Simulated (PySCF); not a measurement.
H5GaO3Si (SMILES [OH][Ga]([OH])[O][SiH3]), singlet, geometry from GFN2-xTB (such geometries of metal compounds can be far from the true shape), with bond 10-7 at 2.4 times its length; CASSCF(4,4)/STO-3G (PySCF).

PySCF was given this input:
```python
from pyscf import gto, scf, mcscf
import numpy

mol = gto.M(
    atom='''
Ga    0.204348    0.599598    0.311701
O     1.619157    1.542035    0.669459
H     1.539038    2.369425    1.143339
O    -1.422793    1.039918    0.755384
H    -1.632622    1.842010    1.230746
O     0.392218   -0.893215   -0.548529
Si   -0.604904   -2.080456   -1.094110
H    -1.310643   -2.698477    0.033713
H     0.392665   -2.958167   -1.707099
H    -2.904912   -0.749389   -3.403602
''',
    basis='sto-3g',
    charge=0,
    spin=0,
    verbose=4,
)

mf = scf.RHF(mol)
mf.kernel()
mc = mcscf.CASSCF(mf, 4, 4)
mc.fix_spin_(ss=0.0)
mc.kernel()
occ = numpy.linalg.eigvalsh(mc.fcisolver.make_rdm1(mc.ci, mc.ncas, mc.nelecas))[::-1]
ss = mc.fcisolver.spin_square(mc.ci, mc.ncas, mc.nelecas)[0]
print('natural occupations', occ.round(4), ' <S^2>', round(ss, 4))
```

The log (banner, timings and long lists left out):

```
PySCF version 2.14.0

[INPUT] verbose = 4
[INPUT] num. atoms = 10
[INPUT] num. electrons = 74
[INPUT] charge = 0
[INPUT] spin (= nelec alpha-beta = 2S) = 0
[INPUT] symmetry False subgroup None
[INPUT] Mole.unit = angstrom
[INPUT] Symbol           X                Y                Z      unit          X                Y                Z       unit  Magmom
[...]
nuclear repulsion = 463.570125410761
number of shells = 27
number of NR pGTOs = 141
number of NR cGTOs = 47
basis = sto-3g
ecp = {}

******** <class 'pyscf.scf.hf.RHF'> ********
method = RHF
initial guess = minao
damping factor = 0
level_shift factor = 0
DIIS = <class 'pyscf.scf.diis.CDIIS'>
diis_start_cycle = 1
diis_space = 8
diis_damp = 0
SCF conv_tol = 1e-09
SCF conv_tol_grad = None
SCF max_cycles = 50
direct_scf = True
direct_scf_tol = 1e-13
Set gradient conv threshold to 3.16228e-05
Initial guess from minao.
init E= -2408.33176730404
[...]
cycle= 1 E= -2409.17792337905  delta_E= -0.846  |g|=  1.1  |ddm|= 4.53

WARN: HOMO 0.411744345211737 == LUMO 0.412407392645095

cycle= 2 E= -2400.89083092355  delta_E= 8.29  |g|= 6.39  |ddm|= 7.19
[...]
cycle= 3 E= -2409.04259035871  delta_E= -8.15  |g|= 1.64  |ddm|= 5.11
[...]
cycle= 4 E= -2410.42333782488  delta_E= -1.38  |g|= 0.422  |ddm|= 3.06
[...]
cycle= 5 E= -2410.55983866994  delta_E= -0.137  |g|= 0.327  |ddm|= 2.48
[...]
cycle= 6 E= -2410.61932813658  delta_E= -0.0595  |g|= 0.132  |ddm|= 1.32
[...]
cycle= 7 E= -2410.64094627631  delta_E= -0.0216  |g|= 0.0631  |ddm|= 0.68
[...]
cycle= 8 E= -2410.64458947192  delta_E= -0.00364  |g|= 0.0198  |ddm|= 0.194
[...]
cycle= 9 E= -2410.64490580436  delta_E= -0.000316  |g|= 0.00903  |ddm|= 0.052
[...]
cycle= 10 E= -2410.64500837524  delta_E= -0.000103  |g|= 0.00336  |ddm|= 0.0415
[...]
cycle= 11 E= -2410.64502516666  delta_E= -1.68e-05  |g|= 0.000898  |ddm|= 0.0181
[...]
cycle= 12 E= -2410.64502671766  delta_E= -1.55e-06  |g|= 0.000358  |ddm|= 0.00575
[...]
cycle= 13 E= -2410.64502692151  delta_E= -2.04e-07  |g|= 0.000153  |ddm|= 0.00178
[...]
cycle= 14 E= -2410.64502696122  delta_E= -3.97e-08  |g|= 7.38e-05  |ddm|= 0.000784
[...]
cycle= 15 E= -2410.64502697105  delta_E= -9.83e-09  |g|= 3.17e-05  |ddm|= 0.00044
[...]
cycle= 16 E= -2410.64502697262  delta_E= -1.57e-09  |g|= 1.11e-05  |ddm|= 0.000177
[...]
cycle= 17 E= -2410.64502697279  delta_E= -1.74e-10  |g|= 2.78e-06  |ddm|= 6.64e-05
[...]
Extra cycle  E= -2410.64502697281  delta_E= -1.36e-11  |g|= 1.48e-06  |ddm|= 7.62e-06
converged SCF energy = -2410.64502697281

******** <class 'pyscf.mcscf.mc1step.CASSCF'> ********
CAS (2e+2e, 4o), ncore = 35, nvir = 8
max_cycle_macro = 50
max_cycle_micro = 4
conv_tol = 1e-07
conv_tol_grad = None
orbital rotation max_stepsize = 0.02
orbital rotation threshold for CI restart = 0.01
augmented hessian ah_max_cycle = 30
augmented hessian ah_conv_tol = 1e-12
augmented hessian ah_linear dependence = 1e-14
augmented hessian ah_level shift = 1e-08
augmented hessian ah_start_tol = 2.5
augmented hessian ah_start_cycle = 3
augmented hessian ah_grad_trust_region = 3
kf_trust_region = 3
kf_interval = 4
ci_response_space = 4
ci_grad_trust_region = 3
with_dep4 0
natorb = False
canonicalization = True
sorting_mo_energy = False
ao2mo_level = 2
internal_rotation = False
******** <class 'pyscf.fci.addons.SpinPenaltyFCISolver'> ********
max. cycles = 50
conv_tol = 1e-08
davidson only = True
linear dependence = 1e-12
level shift = 0.001
max iter space = 12
nroots = 1
pspace_size = 400
spin = None
CASCI E = -2410.82437299929  S^2 = 0.0000000
Set conv_tol_grad to 0.000316228
macro iter   1 ( 16 JK    4 micro), CASSCF E = -2410.83046872933  dE = -6.09573005e-03  S^2 = 0.0000000
               |grad[o]|=0.0614  |grad[c]|=0.0131  |ddm|=0.0257  |maxRot[o]|=0.139
macro iter   2 ( 17 JK    4 micro), CASSCF E = -2410.83047361411  dE = -4.88477099e-06  S^2 = 0.0000000
               |grad[o]|=0.00762  |grad[c]|=0.014  |ddm|=0.000854  |maxRot[o]|=0.0901
macro iter   3 ( 17 JK    4 micro), CASSCF E = -2410.83047611681  dE = -2.50270432e-06  S^2 = 0.0000000
               |grad[o]|=0.00508  |grad[c]|=0.0398  |ddm|=0.00265  |maxRot[o]|=0.107
macro iter   4 ( 12 JK    3 micro), CASSCF E = -2410.83052327685  dE = -4.71600433e-05  S^2 = 0.0000000
               |grad[o]|=0.00427  |grad[c]|=0.0147  |ddm|=0.0186  |maxRot[o]|=0.113
macro iter   5 (  7 JK    2 micro), CASSCF E = -2410.83059305285  dE = -6.97759983e-05  S^2 = 0.0000000
               |grad[o]|=0.00344  |grad[c]|=0.00309  |ddm|=0.0126  |maxRot[o]|=0.0696
macro iter   6 (  7 JK    2 micro), CASSCF E = -2410.83076592785  dE = -1.72875000e-04  S^2 = 0.0000000
               |grad[o]|=0.00339  |grad[c]|=0.00191  |ddm|=0.0166  |maxRot[o]|=0.0698
macro iter   7 (  7 JK    2 micro), CASSCF E = -2410.83113433308  dE = -3.68405229e-04  S^2 = 0.0000000
               |grad[o]|=0.0037  |grad[c]|=0.00478  |ddm|=0.0197  |maxRot[o]|=0.0698
macro iter   8 (  7 JK    2 micro), CASSCF E = -2410.83163861330  dE = -5.04280220e-04  S^2 = 0.0000000
               |grad[o]|=0.00537  |grad[c]|=0.00233  |ddm|=0.0154  |maxRot[o]|=0.0699
macro iter   9 ( 21 JK    4 micro), CASSCF E = -2410.83257198776  dE = -9.33374456e-04  S^2 = 0.0000000
               |grad[o]|=0.00787  |grad[c]|=0.0166  |ddm|=0.0205  |maxRot[o]|=0.166
macro iter  10 ( 21 JK    4 micro), CASSCF E = -2410.83515259402  dE = -2.58060626e-03  S^2 = 0.0000000
               |grad[o]|=0.0083  |grad[c]|=0.0161  |ddm|=0.00654  |maxRot[o]|= 0.23
macro iter  11 ( 21 JK    4 micro), CASSCF E = -2410.83615911272  dE = -1.00651870e-03  S^2 = 0.0000000
               |grad[o]|=0.0103  |grad[c]|=0.0206  |ddm|=0.0121  |maxRot[o]|=0.158
macro iter  12 ( 21 JK    4 micro), CASSCF E = -2410.83658943098  dE = -4.30318266e-04  S^2 = 0.0000000
               |grad[o]|=0.00948  |grad[c]|=0.0204  |ddm|=0.0127  |maxRot[o]|=0.111
macro iter  13 ( 21 JK    4 micro), CASSCF E = -2410.83690549224  dE = -3.16061260e-04  S^2 = 0.0000000
[...]
               |grad[o]|=0.00899  |grad[c]|=0.0133  |ddm|=0.0149  |maxRot[o]|=0.00325
macro iter  22 ( 21 JK    4 micro), CASSCF E = -2410.83783399836  dE = -7.52086498e-05  S^2 = 0.0000000
               |grad[o]|=0.00894  |grad[c]|=0.0132  |ddm|=0.0146  |maxRot[o]|=0.0032
macro iter  23 ( 21 JK    4 micro), CASSCF E = -2410.83790580928  dE = -7.18109263e-05  S^2 = 0.0000000
               |grad[o]|=0.00888  |grad[c]|=0.0131  |ddm|=0.0143  |maxRot[o]|=0.00318
macro iter  24 ( 21 JK    4 micro), CASSCF E = -2410.83797402188  dE = -6.82126015e-05  S^2 = 0.0000000
               |grad[o]|=0.00883  |grad[c]|=0.013  |ddm|=0.014  |maxRot[o]|=0.00318
macro iter  25 ( 21 JK    4 micro), CASSCF E = -2410.83803851364  dE = -6.44917573e-05  S^2 = 0.0000000
               |grad[o]|=0.00877  |grad[c]|=0.0129  |ddm|=0.0137  |maxRot[o]|=0.00318
macro iter  26 ( 21 JK    4 micro), CASSCF E = -2410.83809919559  dE = -6.06819494e-05  S^2 = 0.0000000
               |grad[o]|=0.00871  |grad[c]|=0.0128  |ddm|=0.0134  |maxRot[o]|=0.0032
macro iter  27 ( 21 JK    4 micro), CASSCF E = -2410.83815604423  dE = -5.68486394e-05  S^2 = 0.0000000
               |grad[o]|=0.00866  |grad[c]|=0.0127  |ddm|=0.0131  |maxRot[o]|=0.00321
macro iter  28 ( 21 JK    4 micro), CASSCF E = -2410.83820902685  dE = -5.29826184e-05  S^2 = 0.0000000
               |grad[o]|=0.00861  |grad[c]|=0.0126  |ddm|=0.0129  |maxRot[o]|=0.00324
macro iter  29 ( 21 JK    4 micro), CASSCF E = -2410.83825822104  dE = -4.91941878e-05  S^2 = 0.0000000
               |grad[o]|=0.00856  |grad[c]|=0.0126  |ddm|=0.0127  |maxRot[o]|=0.00327
macro iter  30 ( 21 JK    4 micro), CASSCF E = -2410.83830367381  dE = -4.54527708e-05  S^2 = 0.0000000
               |grad[o]|=0.00851  |grad[c]|=0.0125  |ddm|=0.0125  |maxRot[o]|=0.0033
macro iter  31 ( 21 JK    4 micro), CASSCF E = -2410.83834551324  dE = -4.18394325e-05  S^2 = 0.0000000
               |grad[o]|=0.00847  |grad[c]|=0.0124  |ddm|=0.0123  |maxRot[o]|=0.00333
macro iter  32 ( 21 JK    4 micro), CASSCF E = -2410.83838387518  dE = -3.83619408e-05  S^2 = 0.0000000
               |grad[o]|=0.00842  |grad[c]|=0.0124  |ddm|=0.0121  |maxRot[o]|=0.00336
macro iter  33 ( 21 JK    4 micro), CASSCF E = -2410.83841891756  dE = -3.50423775e-05  S^2 = 0.0000000
               |grad[o]|=0.00838  |grad[c]|=0.0123  |ddm|=0.012  |maxRot[o]|=0.00338
macro iter  34 ( 21 JK    4 micro), CASSCF E = -2410.83845080811  dE = -3.18905491e-05  S^2 = 0.0000000
               |grad[o]|=0.00834  |grad[c]|=0.0122  |ddm|=0.0118  |maxRot[o]|=0.00341
macro iter  35 ( 21 JK    4 micro), CASSCF E = -2410.83847971904  dE = -2.89109344e-05  S^2 = 0.0000000
               |grad[o]|=0.00831  |grad[c]|=0.0122  |ddm|=0.0117  |maxRot[o]|=0.00343
macro iter  36 ( 21 JK    4 micro), CASSCF E = -2410.83850584224  dE = -2.61231944e-05  S^2 = 0.0000000
               |grad[o]|=0.00827  |grad[c]|=0.0121  |ddm|=0.0116  |maxRot[o]|=0.00345
macro iter  37 ( 21 JK    4 micro), CASSCF E = -2410.83852935079  dE = -2.35085577e-05  S^2 = 0.0000000
               |grad[o]|=0.00824  |grad[c]|=0.0121  |ddm|=0.0115  |maxRot[o]|=0.00346
macro iter  38 ( 21 JK    4 micro), CASSCF E = -2410.83855043343  dE = -2.10826347e-05  S^2 = 0.0000000
               |grad[o]|=0.00821  |grad[c]|=0.0121  |ddm|=0.0114  |maxRot[o]|=0.00348
macro iter  39 ( 21 JK    4 micro), CASSCF E = -2410.83856925375  dE = -1.88203221e-05  S^2 = 0.0000000
               |grad[o]|=0.00818  |grad[c]|=0.012  |ddm|=0.0113  |maxRot[o]|=0.00349
macro iter  40 ( 21 JK    4 micro), CASSCF E = -2410.83858600016  dE = -1.67464132e-05  S^2 = 0.0000000
               |grad[o]|=0.00815  |grad[c]|=0.012  |ddm|=0.0113  |maxRot[o]|=0.00349
macro iter  41 ( 21 JK    4 micro), CASSCF E = -2410.83860082583  dE = -1.48256654e-05  S^2 = 0.0000000
               |grad[o]|=0.00813  |grad[c]|=0.012  |ddm|=0.0112  |maxRot[o]|=0.0035
macro iter  42 ( 21 JK    4 micro), CASSCF E = -2410.83861387607  dE = -1.30502417e-05  S^2 = 0.0000000
               |grad[o]|=0.0081  |grad[c]|=0.0119  |ddm|=0.0112  |maxRot[o]|=0.0035
macro iter  43 ( 21 JK    4 micro), CASSCF E = -2410.83862530836  dE = -1.14322925e-05  S^2 = 0.0000000
               |grad[o]|=0.00808  |grad[c]|=0.0119  |ddm|=0.0111  |maxRot[o]|=0.0035
macro iter  44 ( 21 JK    4 micro), CASSCF E = -2410.83863524221  dE = -9.93385083e-06  S^2 = 0.0000000
               |grad[o]|=0.00806  |grad[c]|=0.0119  |ddm|=0.0111  |maxRot[o]|=0.0035
macro iter  45 ( 21 JK    4 micro), CASSCF E = -2410.83864381441  dE = -8.57219857e-06  S^2 = 0.0000000
               |grad[o]|=0.00804  |grad[c]|=0.0119  |ddm|=0.0111  |maxRot[o]|=0.00349
macro iter  46 ( 21 JK    4 micro), CASSCF E = -2410.83865112786  dE = -7.31344517e-06  S^2 = 0.0000000
               |grad[o]|=0.00802  |grad[c]|=0.0118  |ddm|=0.0111  |maxRot[o]|=0.00349
macro iter  47 ( 21 JK    4 micro), CASSCF E = -2410.83865728814  dE = -6.16028365e-06  S^2 = 0.0000000
               |grad[o]|=0.008  |grad[c]|=0.0118  |ddm|=0.011  |maxRot[o]|=0.00348
macro iter  48 ( 21 JK    4 micro), CASSCF E = -2410.83866238729  dE = -5.09914616e-06  S^2 = 0.0000000
               |grad[o]|=0.00799  |grad[c]|=0.0118  |ddm|=0.011  |maxRot[o]|=0.00347
macro iter  49 ( 21 JK    4 micro), CASSCF E = -2410.83866651007  dE = -4.12278223e-06  S^2 = 0.0000000
               |grad[o]|=0.00797  |grad[c]|=0.0118  |ddm|=0.011  |maxRot[o]|=0.00345
macro iter  50 ( 21 JK    4 micro), CASSCF E = -2410.83866973237  dE = -3.22229880e-06  S^2 = 0.0000000
               |grad[o]|=0.00796  |grad[c]|=0.0118  |ddm|=0.011  |maxRot[o]|=0.00344
1-step CASSCF not converged,  50 macro (972 JK 191 micro) steps
CASSCF canonicalization
Density matrix diagonal elements [1.98220627 1.13701085 0.86137049 0.01941239]
CASSCF energy = -2410.83866973237
CASCI E = -2410.83866973237  E(CI) = -2.83947266653513  S^2 = 0.0000000
natural occupations [1.9839 1.1392 0.8608 0.0161]  <S^2> 0.0
```

Convergence was not reached.
